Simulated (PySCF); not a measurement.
## Se²⁺: ionisation energy

Se²⁺ [Ar] 3d10 4s2 4p2 (3P) → Se³⁺ [Ar] 3d10 4s2 4p1 (2P), as a difference of total energies. Computed with PySCF 2.14 in aug-cc-pVDZ-PP with ECP10MDF (5s4p3d, 32 functions), with a scalar-relativistic core potential. Correlated levels: valence: 3s2 3p6 3d10 frozen. The calculations carry no spin-orbit coupling.

| method | ionisation energy (eV) |
| --- | --- |
| UHF | 30.974 |
| MP2 (valence) | 31.236 |
| SCS-MP2 (valence) | 31.173 |
| CCSD (valence) | 31.268 |
| CCSD(T) (valence) | 31.274 |
| CCSDT (valence) | 31.276 |

Q: How much does correlation contribute at CCSD(T) (valence)?

A: 31.274 − (30.974) = 0.300 eV, measured against UHF.

The reference lies between the lowest fine-structure levels, while these numbers refer to the centres of the terms.

Errors of the correlated levels include the incompleteness of this basis and the frozen core.

For comparison: 31.697 ± 0.019 eV (measured; NIST Atomic Spectra Database, ionization energies).
